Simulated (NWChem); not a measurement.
A series in which one site is exchanged, each optimised at PBE0/def2-SVP with NWChem, gas phase unless a solvent is named. For some, no frequency run checked for a minimum. def2 effective core potentials on I; no spin-orbit coupling.

A: C=C(Cl)I (C$_{2}$H$_{2}$ClI; site = Cl)
B: C(=C)(I)I (C$_{2}$H$_{2}$I$_{2}$; site = I)
C: FC(=C)I (C₂H₂FI; site = F)
D: C=CI (C2H3I; site = H)

Problem. Rank them by lowest singlet excitation, CAM-B3LYP/def2-SVPD, TDA (eV), lowest first.

Solution. B (4.17), A (4.50), C (4.70), D (4.87)
